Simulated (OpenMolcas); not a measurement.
## Yb V: CASPT2 settings compared

| Property | Result |
| --- | --- |
| Program | OpenMolcas 26.06 |
| Basis | ANO-R3 [9s8p5d5f3g2h] |
| Scalar Hamiltonian | X2C, finite nucleus |
| Active space | 12 electrons in 7 orbitals (4f) |
| State averaging | 2S+1 = 3 even, 21 roots; 2S+1 = 1 even, 28 roots (27 in the spin-orbit step) |
| Spin-orbit coupling | RASSI with atomic mean-field integrals over the reference wave functions, term energies averaged over their components |

Methods on the same reference wave functions:
A. CASSCF
B. SS-CASPT2, IPEA 0.75 Eh, imaginary shift 0.5 Eh (closed shells correlated: none)
C. SS-CASPT2, IPEA 0.5 Eh, imaginary shift 0.4 Eh (closed shells correlated: 4d 5s 5p)
D. SS-CASPT2, IPEA 0.2 Eh, imaginary shift 0.25 Eh (closed shells correlated: 5s 5p)

Energies in cm⁻¹ above 4f¹² ³H₆, the measured ground level; measured values from the list in Tchang-Brillet, Wyart, Meftah and Ait Mammar, Atoms 6, 52 (2018).

| Level | A | B | C | D | Measured |
| --- | --- | --- | --- | --- | --- |
| 4f¹² ³H₆ | 0.0 | 0.0 | 0.0 | 0.0 | 0.0 |
| 4f¹² ³F₄ [55 %] | 7291 | 6510 | 5970 | 6070 |  |
| 4f¹² ³H₅ | 9692 | 9710 | 9740 | 9720 | 9580 |
| 4f¹² ³H₄ [57 %] | 15198 | 14800 | 14570 | 14610 | 14405 |
| 4f¹² ³F₃ | 18291 | 17110 | 16220 | 16290 | 16372 |
| 4f¹² ³F₂ | 19589 | 18020 | 16820 | 17010 | 16877 |
| 4f¹² ¹G₄ [55 %] | 25036 | 24730 | 24680 | 24790 | 24193 |
| 4f¹² ¹I₆ | 45222 | 42780 | 39790 | 41310 | 39038 |
| 4f¹² ³P₁ | 49820 | 45240 | 42200 | 42890 |  |
| 4f¹² ³P₂ [60 %] | 50925 | 46870 | 44180 | 44820 | 43120 |
| 4f¹² ³P₀ | 51381 | 46800 | 43760 | 44460 |  |

Deviations, from unrounded energies. A percentage is the sum of absolute deviations over the sum of measured energies, with the sign that they share, or ± where signs differ.

```csv
Against measurement,Levels,A,B,C,D
mean absolute deviation (cm-1),7,2900,1500,410,730
fine structure of the ground term (%),2,+3.8,+2.2,+1.3,+1.4
other terms of the ground configuration (%),5,+13.9,+7.1,±1.8,±3.4
```

C lies closest to measurement on these levels and A furthest from it. The largest miss of C in the table is 4f¹² ³P₂ [60 %], by +1100 cm-1. The ranking rests on the paired levels alone, and a cruder setting can come out closer through cancelling errors.

Among B to D the level of the table that moves most is 4f¹² ³P₁, by 3000 cm-1 (lowest in C, highest in B). Moves below CASPT2's spread within the term are not significant.

The two smallest mean deviations differ by little beside CASPT2's spread within terms, so their order carries little weight.

From A to B the spin-free energies of the other terms of 4f¹² shown, above ³H, scale by factors of 0.86 to 0.96, as is usual when dynamic correlation screens the repulsion within a d or f shell.

The lowest spin-free term lies below A's lowest term by 0.548 hartree in B, 1.751 hartree in C, 1.100 hartree in D.

CASPT2 breaks the degeneracy within a term, and the mean is taken; among the terms shown or strongly mixed into the levels shown the widest spread is 740 cm-1 (4f¹² ¹I, D). Some high roots are left out of the spin-orbit mixing, which shifts the levels that they would mix with. Without dynamic correlation excited terms often stand tens of per cent too high (terms of higher spin than the ground term too low), and those without a measured partner can miss by more than the paired ones (holds for A). The CASPT2 spread within a term exceeds the gap to the next term for 4f¹² ¹I and 4f¹² ³P, so the order of their levels is uncertain (holds for D). Measured partners are found by configuration, term and J. A level has none where our copy of the source lacks it or the pairing is in doubt (some pairs that miss far off the trend of their configuration count as doubtful), and it then counts in no deviation. Only configurations of the active space appear. The table leaves out levels that lie high or whose names do not pair safely across all columns.

A share in square brackets marks a mixed level and gives the weight of the term that names it, the lowest over the columns.
